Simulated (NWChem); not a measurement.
**HCl$_{2}$Ga**

SMILES: [Cl][GaH][Cl]
```xyz
4

Ga     0.0000     0.0000     0.5656
H      0.0000     0.0000     2.1130
Cl    -1.8054     0.0000    -0.5779
Cl     1.8054     0.0000    -0.5779
```
Charge 0, spin multiplicity 1.

Everything below was run with NWChem. All single points use one geometry, from PBE0/def2-SVP, a minimum by its harmonic frequencies.

Symmetry labels belong to the abelian group C2v used in the runs, with the axes of the coordinates shown.

The Hamiltonian is non-relativistic. The structure started from a generated list of species.

Q: List the lowest 6 singlet excitations that TD-PBE/def2-SVPD gives, with oscillator strengths.

A: 
```csv
state,symmetry,energy (eV),wavelength (nm),f
1,a2,5.26,236,0.000
2,b2,5.36,231,0.002
3,b1,5.73,216,0.006
4,b1,6.04,205,0.081
5,a2,6.06,205,0.000
6,a1,6.07,204,0.035
```
